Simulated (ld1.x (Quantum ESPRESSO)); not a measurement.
Before and after: PAW potential for copper

- Element: copper
- Generator: ld1.x (Quantum ESPRESSO) 7.5
- Type: PAW
- Functional: PBE
- Relativity: non-relativistic
- Frozen core: [Ne]
- Valence charge: 19
- Reference configuration: 3s2 3p6 3d10 4s1 4p0
- Partial waves: 3s (bound): rcut 1.00, rcutus 1.20 bohr; 4s (bound): rcut 1.00, rcutus 1.20 bohr; 3p (bound): rcut 1.05, rcutus 1.25 bohr; 4p (bound, empty): rcut 1.05, rcutus 1.25 bohr; 3d (bound): rcut 1.10, rcutus 1.50 bohr; 3d channel at 1.75 Ry: rcut 1.10, rcutus 1.50 bohr
- Local potential: all-electron potential smoothed inside 1.15 bohr (lloc = -1)
- Core correction: Bessel-smoothed model core, default radius (core density twice the valence density)
- Augmentation charge: PSQ, inside the norm-conserving radii

All-electron outer shells of the reference configuration (PBE, non-relativistic, ld1.x):

| shell | level (eV) | outermost node (bohr) | outermost maximum (bohr) |
| --- | --- | --- | --- |
| 2p | -911.62 | – | 0.16 |
| 3s | -110.95 | 0.29 | 0.62 |
| 3p | -71.10 | 0.26 | 0.63 |
| 3d | -5.21 | – | 0.60 |
| 4s | -4.44 | 0.90 | 2.33 |
| 4p | -0.71 | 0.98 | 3.70 |

Change: all radii but the core radius scaled by about 0.93 (s 1.12, p 1.16, d 1.40 bohr, rcut 0.92/0.98/1.02); local potential all-electron potential smoothed inside 1.06 bohr (lloc = -1).

Cutoffs: the cutoffs (Ry, on a coarse ladder) from which the occupation-weighted sum of valence levels, in a spherical-Bessel basis at the reference potential, stays within 10 and 1 mRy of its value at 400 Ry; they do not see the model core or the augmentation charge, which bear on the density cutoff. Errors are all-electron minus pseudo energies relative to the spin-unpolarised reference configuration.

**Question.** Predict the effect on cutoff, ghosts and configuration errors.

**Answer.** The potential gets harder (70 Ry and 120 Ry → 90 Ry and 140 Ry); the number of tests that count goes from 6 to 7; of the 6 tests that both files solve, the error grows in 3 and shrinks in 2 by more than 15 % and 0.3 meV (median size 0.9 → 2.3 meV); neither file shows a bound ghost at the reference potential, the only one tested. A smaller radius makes the pseudo-wave follow the all-electron one further in, where it bends more sharply, so more plane waves are needed.

| quantity | base | changed |
| --- | --- | --- |
| cutoff, loose | 70 Ry | 90 Ry |
| cutoff, tight | 120 Ry | 140 Ry |
| loose cutoff by channel (10 mRy a level) | s 45 Ry, p 45 Ry, d 40 Ry | s 40 Ry, p 50 Ry, d 45 Ry |
| bound ghosts | none | none |
| tests counted (converged, no solver errors) | 6 of 7 | 7 of 7 |
| error for 3s2 3p6 3d10 4s0 4p0, meV [ΔE 7.91 eV] | -0.7 | -0.2 |
| error for 3s2 3p6 3d9 4s0 4p0, meV [ΔE 29.40 eV] | +3.1 | +3.7 |
| error for 3s2 3p6 3d8 4s0 4p0, meV [ΔE 68.69 eV] | +0.2 | +10 |
| error for 3s2 3p6 3d9 4s1 4p1, meV [ΔE 7.05 eV] | +0.4 | +10 |
| error for 3s2 3p6 3d9 4s1 4p0, meV [ΔE 11.81 eV] | +1.0 | +0.9 |
| error for 3s1 3p6 3d10 4s1 4p0, meV [ΔE 118.53 eV] | -2.9 | +0.3 |
| lowest overlap eigenvalue by channel | s 0.03, p 0.11, d 0.26 | s 0.05, p 0.07, d 0.46 |

Base: Tests not counted: 3s2 3p6 3d7 4s0 4p0 (solver errors, printed error -3155 eV).
